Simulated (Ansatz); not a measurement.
C2H3AlO (`C=[C]1[O][AlH]1`), relaxed with RKS PBE0-D4/def2-TZVP in Ansatz 0.2.0 from a PBE-D4/def2-SVP geometry. The force threshold is 0.005 eV/Å; the program also tests the step.

Total charge 0; spin multiplicity 1.

Start:

```xyz
7

C    -0.773    1.179    0.439
C    -0.082    0.101    0.045
O    -0.436   -1.268    0.128
Al    1.170   -1.130   -0.624
H    -1.768    1.071    0.904
H    -0.355    2.186    0.304
H     2.245   -2.139   -1.197
```

Q: How much energy does the relaxation release, and in how many steps? (Best estimate.)

A: The calculation gave: 5.74 kJ/mol, in 6 steps, 1 of them rejected.

Q: Which bonds change most? (An estimate is asked.)

A: Computed: O3–Al4 from 1.778 to 1.727 Å; C2–Al4 from 1.878 to 1.848 Å; C1–C2 from 1.340 to 1.321 Å; C1–H5 from 1.104 to 1.086 Å.

Q: Give the relaxed structure. (Best estimate.)

A: Computed: 
```xyz
7

C    -0.758    1.165    0.432
C    -0.062    0.114    0.037
O    -0.440   -1.250    0.131
Al    1.120   -1.154   -0.602
H    -1.737    1.051    0.888
H    -0.357    2.161    0.303
H     2.234   -2.086   -1.188
```
